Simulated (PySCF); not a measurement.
PbI3, SMILES [I][Pb-]([I])[I], charge -1. Geometry: B3LYP-D3(BJ)/def2-SVPD. The isomer is the one that the SMILES or the coordinates give; other isomers of the formula were not compared. The def2 effective core potentials stand for the cores of I, Pb; spin–orbit coupling is left out.

Computed equilibrium geometry at B3LYP-D3(BJ)/def2-SVPD (PySCF confirms it by a frequency run) as a Z-matrix, and its point group:
point group C3v.
```
Pb
I 1 2.9948
I 1 2.9948 2 101.69
I 1 2.9948 2 101.69 3 -104.71
```
Charge -1, spin multiplicity 1.
